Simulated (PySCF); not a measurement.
H3Sb, charge -1, doublet, at the geometry of the source list (a state made from the parent by changing its charge; the spin is typed, not shown lowest) (core potentials on Sb) (in this run its highest filled SCF level lies above zero, so its values depend strongly on the basis, on diffuse functions most of all). Base run: PBE/def2-SVP in PySCF.

Input for PySCF:
```python
from pyscf import gto, scf, dft, solvent

mol = gto.M(
    atom='''
Sb    0.00730000   -0.01090000    0.74510000
H    -0.88780000   -1.05330000   -0.24620000
H    -0.47700000    1.26950000   -0.23690000
H     1.35750000   -0.20530000   -0.26200000
''',
    basis='def2-svp',
    ecp={'Sb': 'def2-svp'},
    charge=-1,
    spin=1,
    verbose=3,
)

mf = dft.UKS(mol)
mf.xc = 'pbe'
mf.kernel()
```

Variants of this job, named by their change:

```json
[
 {"change": "base", "ΔE vs base (kcal/mol)": "0.000"},
 {"change": "model = IEF-PCM; solvent = 2-propanol", "ΔE vs base (kcal/mol)": "-56.28"},
 {"change": "model = C-PCM; solvent = tetrahydrofuran", "ΔE vs base (kcal/mol)": "-51.38"},
 {"change": "model = IEF-PCM; solvent = tetrahydrofuran; lebedev_order = 41", "ΔE vs base (kcal/mol)": "-51.38"},
 {"change": "model = IEF-PCM; solvent = n-hexane", "ΔE vs base (kcal/mol)": "-27.64"},
 {"change": "model = IEF-PCM; solvent = tetrahydrofuran; vdw_scale = 1.0", "ΔE vs base (kcal/mol)": "-49.15"},
 {"change": "model = IEF-PCM; solvent = tetrahydrofuran; vdw_scale = 1.1", "ΔE vs base (kcal/mol)": "-51.28"},
 {"change": "model = IEF-PCM; solvent = methanol", "ΔE vs base (kcal/mol)": "-57.56"},
 {"change": "model = ddCOSMO; solvent = tetrahydrofuran", "ΔE vs base (kcal/mol)": "-50.10"},
 {"change": "model = COSMO; solvent = tetrahydrofuran", "ΔE vs base (kcal/mol)": "-48.13"},
 {"change": "model = IEF-PCM; solvent = tetrahydrofuran", "ΔE vs base (kcal/mol)": "-51.31"},
 {"change": "model = IEF-PCM; solvent = tetrahydrofuran; r_probe = 0.5", "ΔE vs base (kcal/mol)": "-46.59"}
]
```

The base is the gas phase, so ΔE is the electrostatic part of solvation at a fixed geometry, without cavity and dispersion terms.

Open shells are given as the SCF converged; they aren't shown to be the lowest states, and a large step between rows can be another state.

The gas-phase anion may not be bound at this level, which the solvent then changes.
